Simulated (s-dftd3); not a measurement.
C₄H₄N (SMILES c1cc[n-]c1), charge -1, singlet, geometry from GFN2-xTB; D3(zero) for tpssh (s-dftd3).

s-dftd3 was given this input:
```
$ s-dftd3 mol.xyz --zero tpssh --json dftd3.json --noedisp --grad

# file mol.xyz
9

N      0.00135108     0.00173308     1.21751097
C     -0.01500549     1.06923896     0.39319322
C      0.01588149    -1.06811529     0.39620139
C     -0.01118107     0.70029452    -0.93977087
C      0.00909751    -0.70296717    -0.93779588
H     -0.02908580     2.07570398     0.80242499
H      0.03087320    -2.07341123     0.80826457
H     -0.02164288     1.35671867    -1.80402983
H      0.01764323    -1.36184916    -1.80020364
```

The log (banner, timings and long lists left out):

```
-----------------------------------
 s i m p l e   D F T - D 3  v1.4.0
-----------------------------------

Zero (Chai-Head-Gordon) damping: tpssh-D3(0)
--------------------
  s6         1.0000
  s8         1.2190
  s9         0.0000
 rs6         1.2230
 rs8         1.0000
 alp        14.0000
--------------------

Dispersion energy:      -2.2535034363722E-03 Eh

Gradient norm:           5.2403091368448E-04 Eh/a0
--------------------------------------------------
     #    Z           dE/dx      dE/dy      dE/dz
--------------------------------------------------
     1    7 N    -2.104E-07 -2.699E-07 -1.896E-04
     2    6 C     2.191E-06 -1.643E-04 -1.618E-04
     3    6 C    -2.550E-06  1.638E-04 -1.622E-04
     4    6 C     2.074E-06 -1.265E-04  2.176E-04
     5    6 C    -1.592E-06  1.272E-04  2.173E-04
     6    1 H     6.108E-07 -4.030E-05  2.525E-05
     7    1 H    -5.549E-07  4.037E-05  2.514E-05
     8    1 H     2.746E-07 -1.789E-05  1.420E-05
     9    1 H    -2.431E-07  1.793E-05  1.415E-05
--------------------------------------------------

Virial:
--------------------------------------------------
      component           x          y          z
--------------------------------------------------
          x      -2.957E-07  2.033E-05 -1.659E-06
          y       2.033E-05 -1.407E-03 -1.110E-07
          z      -1.659E-06 -1.110E-07 -1.469E-03
--------------------------------------------------

[Info] JSON dump of results written to 'dftd3.json'
```
